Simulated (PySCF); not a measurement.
## Sn: ionisation energy

Sn [Kr] 4d10 5s2 5p2 (3P) → Sn⁺ [Kr] 4d10 5s2 5p1 (2P), as a difference of total energies. Computed with PySCF 2.14 in aug-cc-pwCVTZ-DK3, with scalar relativity by spin-free X2C-1e. Correlated levels: valence: [Kr] 4d10 frozen. The calculations carry no spin-orbit coupling.

| method | ionisation energy (eV) |
| --- | --- |
| UHF | 6.848 |
| MP2 (valence) | 7.157 |
| SCS-MP2 (valence) | 7.091 |
| CCSD (valence) | 7.186 |
| CCSD(T) (valence) | 7.214 |

Task: How much does correlation contribute at CCSD(T) (valence)?

Result: 7.214 − (6.848) = 0.366 eV, measured against UHF.

A first-order spin-orbit estimate (lowest level to lowest level, LS coupling) adds -0.063 eV.

Errors of the correlated levels include the incompleteness of this basis and the frozen core.

For comparison: 7.344 eV (measured; NIST Atomic Spectra Database, ionization energies).
